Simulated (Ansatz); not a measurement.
CH₆FNSiTe, SMILES `C[Te][SiH](N)F`, relaxed with RKS PBE-D4/def2-SVP in Ansatz from a rough embedded geometry. The force threshold is 0.03 eV/Å; the program also tests the step.

Total charge 0; spin multiplicity 1. Te: def2 effective core potential.

Start:

```xyz
11

C    -1.301   -1.055    1.110
Te    0.623   -0.584    1.769
Si    1.188    0.145   -0.542
N     0.137    1.513   -0.982
F     1.064   -1.127   -1.593
H    -1.867   -0.202    0.743
H    -1.272   -1.852    0.338
H    -1.917   -1.484    2.013
H     2.630    0.626   -0.523
H     0.454    1.782   -1.964
H     0.261    2.238   -0.371
```

| step | energy (eV) | largest force (eV/Å) | largest move (Å) |
| --- | --- | --- | --- |
| 1 | -20498.1388 | 4.511 | 0.000 |
| 2 | -20498.5333 | 1.257 | 0.191 |
| 3 | -20498.5526 | 0.997 | 0.164 |
| 4 | -20498.6222 | 0.548 | 0.070 |
| 5 | -20498.6445 | 0.916 | 0.200 |
| 6 | -20498.6624 | 0.338 | 0.081 |
| 7 | -20498.6683 | 0.191 | 0.159 |
| 8 | -20498.6730 | 0.093 | 0.049 |
| 9 | -20498.6755 | 0.075 | 0.065 |
| 10 | -20498.6769 | 0.151 | 0.061 |
| 11 | -20498.6791 | 0.057 | 0.036 |
| 12 | -20498.6813 | 0.042 | 0.068 |
| 13 | -20498.6816 | 0.105 | 0.093 |
| 14 (rejected) | -20498.6778 | 0.165 | 0.068 |
| 15 | -20498.6835 | 0.071 | 0.034 |
| 16 | -20498.6838 | 0.019 | 0.011 |

End:

```xyz
11

C    -1.366   -1.027    1.091
Te    0.756   -0.909    1.624
Si    1.381    0.167   -0.541
N     0.170    1.351   -0.898
F     1.361   -0.826   -1.851
H    -1.556   -0.247    0.331
H    -1.584   -2.031    0.687
H    -1.953   -0.837    2.007
H     2.815    0.603   -0.407
H     0.071    1.713   -1.850
H    -0.095    2.042   -0.194
```

It took 35 s on 2 threads of an AMD EPYC 7R13 on a shared host, with 0.22 GiB of host memory at the peak.
